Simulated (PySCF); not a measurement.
Vertical excitations of a molecule CH8F2Si3 from TDA-PBE/def2-SVPD (PySCF), as energy in eV (oscillator strength): 5.23 (0.010), 5.81 (0.011), 6.07 (0.115), 6.11 (0.078), 6.18 (0.047), 6.43 (0.031). Lowest triplet (TDA): 4.65 eV. Coordinates come from a PBE0-D3(BJ)/def2-SVP optimisation. The values are those of a single conformer.

**Question.** Identify the compound among the candidates.
A. F[SiH2]C[Si@H](F)[SiH3]
B. FC[SiH2][Si@@H](F)[SiH3]
C. C[SiH2][Si](F)(F)[SiH3]
D. C[SiH2][SiH2][SiH](F)F

**Answer.** B, FC[SiH2][Si@@H](F)[SiH3]
